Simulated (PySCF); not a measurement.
C5H10FOSi (doublet state).
Structure used (GFN2-xTB), in Å, numbered top down from 1:
```
atom  x, y, z in Å
C1     2.8144    0.1590   -0.0176
C2     1.8292   -0.1425    1.0175
Si3    0.1505    0.4699    0.3097
F4     0.3307    2.0726    0.0754
C5    -0.5020   -0.3534   -1.2724
C6    -2.0054   -0.4507   -0.9732
O7    -2.2239   -0.7220    0.3932
C8    -1.5163    0.1935    1.2159
H9     3.0075   -0.5393   -0.8070
H10    3.2421    1.1385   -0.0838
H11    1.7822   -1.2064    1.2397
H12    2.0306    0.4059    1.9358
H13   -0.0911   -1.3497   -1.4241
H14   -0.3312    0.2186   -2.1806
H15   -2.4894   -1.2616   -1.5194
H16   -2.4907    0.4991   -1.2439
H17   -2.0779    1.1341    1.2987
H18   -1.4683   -0.2593    2.2045
```

The hyperfine couplings belong to this conformer and change with its torsions.

As a line formula: `[CH2]C[Si@@]1(F)CCOC1` [radical].

Computed, not measured: PySCF, UKS B3LYP, pcH-1 on C F H O Si, non-relativistic, mean-field spin-orbit, GIAO. Geometry: GFN2-xTB, one conformer, isolated molecule. A GFN2-xTB geometry isn't a minimum of the functional, and hyperfine couplings can be far from their values at a DFT geometry. Stability of the SCF solution: not tested.

**Question.** The isotropic 13C couplings are +87.7, -28.7, +18.2, -2.0 MHz. Assign them to C1; C2; C5; C8.

**Answer.** 
| site | a_iso (MHz) | ρ(0) (bohr⁻³) | position | distance from C1 (Å) | spin population | largest \|T\| (MHz) |
| --- | --- | --- | --- | --- | --- | --- |
| C1 | +87.7 | +0.0781 | largest spin population | 0.00 | +1.01 | 153.6 |
| C2 | -28.7 | -0.0256 | 1 bond from C1 | 1.46 | -0.07 | 5.0 |
| C5 | -2.0 | -0.0018 | 3 bonds from C1 | 3.58 | 0.00 | 0.6 |
| C8 | +18.2 | +0.0162 | 3 bonds from C1 | 4.50 | +0.02 | 5.3 |

ρ(0) is the spin density at the nucleus and T the dipolar tensor; a_iso includes a spin–orbit part; entries for several nuclei are means. The largest Mulliken spin populations are on C1 (+1.01), Si3 (+0.08) and C2 (-0.07). C1 is the only atom above +0.15. The positive populations add up to 1.16 and the negative ones to -0.16, together 2S = 1. The angles at C1 add up to 359.3°, so it is planar; its axial dipolar tensor and the negative couplings of its protons fit spin in a p orbital normal to that plane.

Examples of negative spin density at the nucleus (bohr⁻³): C2 (-0.0256), H9/H10 (-0.0136) and C5 (-0.0018).

Means are taken over nuclei equivalent by connectivity, which assumes that they swap fast.
